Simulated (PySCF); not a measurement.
A structure optimised at PBE0-D3(BJ)/def2-SVP, used in a PySCF frequency run:

```xyz
21

C      0.8567    -2.0491    -1.5483
O     -0.1757    -1.3773    -0.8769
Si     0.0000     0.0000     0.0000
O     -1.3773     0.1757     0.8769
C     -2.0491    -0.8567     1.5483
O      1.3773    -0.1757     0.8769
C      2.0491     0.8567     1.5483
O      0.1757     1.3773    -0.8769
C     -0.8567     2.0491    -1.5483
H      1.7598    -2.1368    -0.9212
H      1.1335    -1.5308    -2.4831
H      0.5102    -3.0608    -1.8083
H     -3.0608    -0.5102     1.8083
H     -1.5308    -1.1335     2.4831
H     -2.1368    -1.7598     0.9212
H      2.1368     1.7598     0.9212
H      1.5308     1.1335     2.4831
H      3.0608     0.5102     1.8083
H     -1.1335     1.5308    -2.4831
H     -1.7598     2.1368    -0.9212
H     -0.5102     3.0608    -1.8083
```
Charge 0, spin multiplicity 1.

Q: Write its SMILES, formula and point group.

A: CO[Si](OC)(OC)OC, C4H12O4Si, S4

Q: What are its rotational constants (standard atomic weights)?

A: 1.1802, 1.1802, 1.1364 GHz
